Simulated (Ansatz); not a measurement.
Geometry optimisation, Ansatz 0.2.0, RHF/6-31G*.

input.yaml

```yaml
crystal:
  periodic: [false, false, false]
  atoms:
    - { symbol: C, position_ang: [-0.2432, -1.6559, -0.6436] }
    - { symbol: C, position_ang: [0.5481, -0.3768, -0.4733] }
    - { symbol: "N", position_ang: [1.8142, -0.4629, -0.9803] }
    - { symbol: C, position_ang: [0.1707, 0.7684, 0.1019] }
    - { symbol: F, position_ang: [0.9723, 1.7889, 0.1734] }
    - { symbol: C, position_ang: [-1.2612, 1.0055, 0.6993] }
    - { symbol: O, position_ang: [-1.1081, 1.7186, 1.9257] }
    - { symbol: H, position_ang: [-0.0896, -2.0199, -1.6587] }
    - { symbol: H, position_ang: [-1.3601, -1.3996, -0.532] }
    - { symbol: H, position_ang: [-0.0152, -2.3652, 0.1114] }
    - { symbol: H, position_ang: [2.09332, 0.40976, -1.48381] }
    - { symbol: H, position_ang: [1.97492, -1.26179, -1.62266] }
    - { symbol: H, position_ang: [-1.8448, 0.0928, 0.9152] }
    - { symbol: H, position_ang: [-1.895, 1.5986, 0.0325] }
    - { symbol: H, position_ang: [-0.4328, 2.3607, 1.7869] }
basis:
  gaussian: { orbitals: "6-31G*" }
hamiltonian:
  xc: hf
relax:
  f_tol: 0.015
  max_steps: 40
```

Run as:

```bash
$ ansatz run input.yaml --threads 2 --pin off --max-ram 3072MiB --backend cpu --events-out ev --progress --plain --runs-dir out
```

Task: Where does it end, and by what steps?

Result: The forces met the threshold. After 11 steps the energy has fallen by 0.756 eV; H9 moved furthest, 0.47 Å.

```csv
step,energy less start (eV),largest force component (eV/Å),accepted
0,0.0000,4.239,yes
1,-0.5622,1.866,yes
2,-0.6870,0.416,yes
3,-0.7260,0.296,yes
4,-0.7410,0.394,yes
5,-0.7506,0.146,yes
6,-0.7537,0.055,yes
7,-0.7550,0.042,yes
8,-0.7555,0.032,yes
9,-0.7557,0.035,yes
10,-0.7558,0.019,yes
11,-0.7558,0.007,yes
```

```xyz
15
Properties=species:S:1:pos:R:3
C -0.262 -1.691 -0.553
C 0.506 -0.400 -0.518
N 1.820 -0.509 -0.989
C 0.038 0.735 -0.032
F 0.867 1.818 -0.057
C -1.259 1.105 0.604
O -1.099 1.523 1.934
H -0.370 -2.036 -1.579
H -1.250 -1.608 -0.126
H 0.288 -2.450 -0.008
H 2.277 0.371 -1.099
H 1.899 -1.055 -1.822
H -1.939 0.269 0.623
H -1.722 1.897 0.018
H -0.470 2.232 1.955
```

Whether the end is a true minimum wasn't checked by a vibrational analysis.

Time of the run: 18 s on 2 threads of AMD EPYC 9R45 96-Core Processor (Zen 5) (shared host), peak memory 0.3 GiB.
